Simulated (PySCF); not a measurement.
NMR data simulated for an unnamed compound:

¹H NMR (500 MHz, computed): δ 6.48 (m, 1H), 5.90 (m, 2H), 5.39 (m, 1H), 5.39 (m, 1H), 3.34 (d, 2H), 1.57 (t, 1H).

¹³C{¹H} NMR (computed): δ 168.2 (C), 146.1 (C), 128.0 (CH2), 123.5 (CH), 88.0 (C), 84.2 (CH2), 77.7 (CH), 25.7 (CH2).

PySCF 2.14 calculation with geometry from GFN2-xTB and NMR shieldings at PBE0/pcSseg-1/GIAO; fast rotation and ring inversion assumed for equivalent nuclei, relativity neglected, a single conformation, no solvent model.

δ = σ(ref) − σ, references computed at the same level: ¹H (σ = 31.72 ppm), ¹³C (σ = 186.93 ppm) vs TMS.

Q: Which of these does the molecule contain: a CH3CH2 unit, a C≡C triple bond, a methoxy group, a non-aromatic C=C double bond, a ketone?

A: 
- A CH3CH2 unit: no.
- A C≡C triple bond: yes (δC 77.7, 88.0; δH 1.57 (t)).
- A methoxy group: no.
- A non-aromatic C=C double bond: yes.
- A ketone: no.

The data belong to `C#CCC(=C)/C=C(/F)CF`, C₈H₈F₂; they needn't prove each group on their own.

Carbon signals by region: 1 in the far downfield region (above 160 ppm), 3 in the sp2 and nitrile region (100–160 ppm), 3 at 50–100 ppm, 1 below 50 ppm. Above 160 ppm: 168.2, fully substituted alkene carbon.

Splittings by ¹⁹F in the carbon and heteronuclear signals aren't shown, as no couplings were computed. Shifts are as computed. Against solution values, carbons near 30 ppm lie about +3 ppm off and those near 130 ppm about +5 ppm. Of 1309 compounds with measured shifts, 239 miss one by over three times the rms of a fit or turn the order of signals round; such compounds aren't used in these exercises. Multiplicities follow the n + 1 count of equivalent neighbours, as no J values were calculated; m marks all less simple cases, F and P coupling included.
